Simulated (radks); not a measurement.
Question: Be II, configuration [He] 2s1 (the NIST ground configuration). Calculated with a radial shooting solver on a logarithmic mesh with Libxc functionals: scalar-relativistic Kohn-Sham, PBE, spin-polarised, spherical densities, finite nucleus; open shells are filled with parallel spins first; Fermi nuclear charge, rms radius 2.519 fm; hard spherical wall at 8 bohr. Some entries of the table are withheld. Estimate them.

orbital  occ.  eigenvalue (hartree)  r(max) (bohr)
1s up       1                   (1)         0.2656
1s down     1                   (2)         0.2659
2s up       1              -0.53168          1.869
2p up       0              -0.38335          1.863
3s up       0                   (3)          4.895
3d up       0              -0.05969          4.174

Answer: 
(1) 1s up eigenvalue (hartree): -4.32949
(2) 1s down eigenvalue (hartree): -4.31071
(3) 3s up eigenvalue (hartree): -0.09512
